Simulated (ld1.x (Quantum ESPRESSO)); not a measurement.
# Building the PAW potential for Ba (Z = 56) (BLYP, scalar-relativistic).

| Item | Value |
| --- | --- |
| Element | Ba (Z = 56) |
| Generator | ld1.x (Quantum ESPRESSO) 7.5 |
| Type | PAW |
| Functional | BLYP |
| Relativity | scalar-relativistic |
| Frozen core | [Kr] 4d10 |
| Valence charge | 10 |
| Reference configuration | 5s2 5p6 5d0 6s0.5 6p0 (charge +1.5) |
| Partial waves | 5s (bound): rcut 2.25, rcutus 2.60 bohr; 6s (bound): rcut 2.25, rcutus 2.60 bohr; 5p (bound): rcut 2.80, rcutus 3.15 bohr; 6p (bound, empty): rcut 2.80, rcutus 3.15 bohr; 5d (bound, empty): rcut 3.90, rcutus 4.70 bohr; 5d channel at -0.3 Ry: rcut 3.90, rcutus 4.70 bohr |
| Local potential | all-electron potential smoothed inside 3.50 bohr (lloc = -1) |
| Core correction | Bessel-smoothed model core inside 2.65 bohr |
| Augmentation charge | PSQ, inside the norm-conserving radii |

All-electron outer shells of the reference configuration (BLYP, scalar-relativistic, ld1.x):

```tsv
shell	level (eV)	outermost node (bohr)	outermost maximum (bohr)
4d	-98.40	0.32	0.70
5s	-42.35	0.80	1.47
5p	-27.30	0.86	1.67
6s	-10.05	1.94	3.71
5d	-9.83	1.00	2.40
6p	-7.09	2.29	4.54
```

Results:

| Property | Result |
| --- | --- |
| Configuration tests | test run stopped at test 7 of 7 (negative rho) |
| Lowest eigenvalue of the overlap operator | -0.02 (d channel); it is negative, so in a basis up to 400 Ry S is not positive definite and the file is unfit for use |
| Density cutoff estimated by the generator | 73 Ry |

The ghost test of this file was not conclusive. Its overlap operator is not positive definite in a basis up to 400 Ry (lowest eigenvalue d -0.02), so the file is unfit for use: the generalised eigenproblem breaks down once the basis is large enough, and its test numbers describe a broken file.

Generation and tests took about 11 s on one core of a shared server CPU.
